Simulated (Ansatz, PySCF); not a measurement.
C2H5BO2, singlet, at a GFN2-xTB geometry. Base run: CASSCF(4,3)/STO-3G in PySCF.

PySCF was given this input:
```python
from pyscf import gto, scf, mcscf
import numpy

mol = gto.Mole()
mol.atom = '''
    B     0.227856    0.406965    0.204603
    C    -0.660889   -0.356231   -0.847648
    C    -0.907460   -1.658985   -0.803065
    H    -1.098593    0.218804   -1.659181
    H    -1.519571   -2.165784   -1.533600
    H    -0.493472   -2.266427   -0.015898
    O     0.786641   -0.276946    1.225144
    H     1.308422    0.271886    1.811840
    O     0.465272    1.750289    0.134240
    H     0.058724    2.211251   -0.596967
'''
mol.basis = 'sto-3g'
mol.charge = 0
mol.spin = 0
mol.verbose = 4
mol.build()

mf = scf.RHF(mol)
mf.kernel()
mc = mcscf.CASSCF(mf, 3, 4)
mc.fix_spin_(ss=0.0)
mc.kernel()
occ = numpy.linalg.eigvalsh(mc.fcisolver.make_rdm1(mc.ci, mc.ncas, mc.nelecas))[::-1]
ss = mc.fcisolver.spin_square(mc.ci, mc.ncas, mc.nelecas)[0]
print('natural occupations', occ.round(4), ' <S^2>', round(ss, 4))
```

Programs used: Ansatz (a first-principles code), PySCF; a row that names a program was run with it.

Each row names what was changed in the base input (with any setting that the change needs).

| change | ΔE vs base (mEh) | natural occupations | <S^2> of the state | outcome |
|---|---|---|---|---|
| base | 0.000 | 2.00 1.88 0.12 | 0.00 | converged |
| active space = 6 electrons, 4 orbitals | -0.551 | 2.00 2.00 1.88 0.12 | 0.00 | converged |
| code = ansatz; correction = SC-NEVPT2, all electrons | -198.9 | - | - | converged |
| start = MP2 natural orbitals | -0.548 | 2.00 1.88 0.12 | 0.00 | converged |
| orbitals = fixed (CASCI) | 23.770 | 2.00 1.95 0.05 | 0.00 | converged |
| active space = 6 electrons, 7 orbitals | -30.093 | 1.98 1.98 1.88 0.12 0.02 0.02 0.00 | 0.00 | converged |
| fix_spin_ = off | -0.548 | 2.00 1.88 0.12 | 0.00 | converged |
| active space = 6 electrons, 5 orbitals | - | - | - | not converged |
| active space = 2 electrons, 3 orbitals | 0.372 | 1.88 0.12 0.00 | 0.00 | converged |
| conv_tol = 1e-5 | 0.452 | 2.00 1.88 0.12 | 0.00 | converged |
| orbitals = fixed (CASCI); correction = SC-NEVPT2 | -200.4 | 2.00 1.95 0.05 | 0.00 | converged |

Active orbitals are taken around the Fermi level unless the row says otherwise; CASSCF can end in different local minima, and two programs can end on different orbitals. State-averaged rows give the lowest state.
